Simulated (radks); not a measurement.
The numbers below are computed, except where a source is named.
Problem. Valence configurations of Mg+ (all share [Ne]). Code: a radial shooting solver on a logarithmic mesh with Libxc functionals. Model: Dirac Kohn-Sham, PBE, spin-unpolarised, spherical densities, finite nucleus; open shells fill j = l - 1/2 first; Fermi nuclear charge, rms radius 3.057 fm. Order these by energy: 3p1; 3s1; 3s0.5 3p0.5.

Solution. From the lowest, in eV above it: 3s1 0.000; 3s0.5 3p0.5 2.170; 3p1 4.358. NIST lists [Ne] 3s1 as the ground configuration; this level of theory agrees among the configurations tried. The energies are those of spherical spin-averaged densities, not of single terms.
